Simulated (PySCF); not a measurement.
Spin states of ZrH

Unrestricted PBE0; PySCF, spin-free X2C with a Gaussian nucleus, basis sets Zr x2c-TZVPPall, H x2c-TZVPPall. Outer shells of the fragments: Zr 4d2 5s2; H 1s1.

Followed along the bond (rough minima from three points):

| 2Ms+1 | unpaired | ⟨S²⟩ at the start | R at minimum (Å) | Te (eV) |
| --- | --- | --- | --- | --- |
| 4 | σ ↑, π ↑, δ ↑ | 3.76 | 1.86 | 0.00 |
| 4 | σ ↑, π ↑, δ ↑ | 3.76 | 1.86 | 0.02 |
| 4 | σ ↑, δ ↑↑ | 3.75 | 1.87 | 0.15 |
| 4 | σ ↑, π ↑↑ | 3.76 | 1.84 | 0.37 |
| 2 | δ ↑ | 0.79 | 1.82 | 0.39 |
| 2 | π ↑ | 1.44 | 1.82 | 0.39 |

Solutions found at the starting distance of 1.725 Å, counted from the lowest of them; the search is not exhaustive and high or unbound solutions are not listed, so other states can lie among these:

| 2Ms+1 | unpaired | term | E (eV) | ⟨S²⟩ | ⟨Lz²⟩ | μ (D) |
| --- | --- | --- | --- | --- | --- | --- |
| 4 | σ ↑, π ↑, δ ↑ | mixed | 0.00 | 3.76 | 4.95 | -2.24 |
| 4 | σ ↑, π ↑, δ ↑ | mixed | 0.02 | 3.76 | 4.96 | -2.11 |
| 4 | σ ↑, δ ↑↑ | ⁴Σ⁻ | 0.17 | 3.75 | 0.00 | -2.74 |
| 2 | δ ↑ | ²Δ | 0.34 | 0.79 | 4.01 | -1.43 |
| 2 | π ↑ | mixed | 0.35 | 1.44 | 2.82 | -2.20 |
| 4 | σ ↑, π ↑↑ | ⁴Σ⁻ | 0.35 | 3.76 | 0.00 | -1.79 |
| 2 | σ ↑, π ↓, δ ↑ | mixed | 0.56 | 1.75 | 5.00 | -2.52 |
| 2 | σ ↓, π ↑↑ | mixed | 0.79 | 1.75 | 0.00 | -2.43 |
| 2 | σ ↑, π ↑, δ ↓ | mixed | 0.84 | 1.75 | 5.10 | -1.70 |
| 2 | σ ↑, δ ↑↓ | mixed | 0.85 | 1.75 | 8.02 | -2.19 |

A term symbol is given only where ⟨S²⟩ and ⟨Lz²⟩ are close to those of a pure state; real π, δ and φ orbitals otherwise mix terms. A positive dipole means Zr(−)H(+).

Spin–orbit coupling is left out. The state is the lowest single determinant that the PBE0 search found; with open d or f shells the true ground state can be another one.
